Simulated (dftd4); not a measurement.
hydrogen bromide (HBr), singlet, at a GFN2-xTB geometry; D4 for hf (dftd4).

Input for dftd4:
```
$ dftd4 mol.xyz --func hf --charge 0 --json dftd4.json --noedisp --grad

# file mol.xyz
2

Br    -0.00000000    -0.00000000    -0.03893503
H      0.00000000     0.00000000     1.36272591
```

What the program printed (banner, timings and long lists left out):

```
                    ____  _____ _____     ____  _  _
      -------------|  _ \|  ___|_   _|---|  _ \| || |------------
     |             | | | | |_    | | ___ | | | | || |_           |
     |             | |_| |  _|   | ||___|| |_| |__   _|          |
     |             |____/|_|     |_|     |____/   |_|            |
     |             ===================================           |
     |            E. Caldeweyher, S. Ehlert & S. Grimme          |
     |          Mulliken Center for Theoretical Chemistry        |
     |                    University of Bonn                     |
      -----------------------------------------------------------

Rational (Becke-Johnson) damping: hf-D4-ATM
---------------------
  s6         1.0000
  s8         1.6168
  s9         1.0000
  a1         0.4496
  a2         3.3574
 alp        16.0000
--------------------

Dispersion energy:      -1.0892835559125E-03 Eh

Gradient norm:           3.5893372373524E-05 Eh/a0
--------------------------------------------------
     #    Z           dE/dx      dE/dy      dE/dz
--------------------------------------------------
     1   35 Br    0.000E+00  0.000E+00  2.538E-05
     2    1 H     0.000E+00  0.000E+00 -2.538E-05
--------------------------------------------------

Virial:
--------------------------------------------------
      component           x          y          z
--------------------------------------------------
          x       0.000E+00  0.000E+00  0.000E+00
          y       0.000E+00  0.000E+00  0.000E+00
          z       0.000E+00  0.000E+00 -6.723E-05
--------------------------------------------------

[Info] Dispersion results written to 'dftd4.txt'
[Info] JSON dump of results written to 'dftd4.json'
```
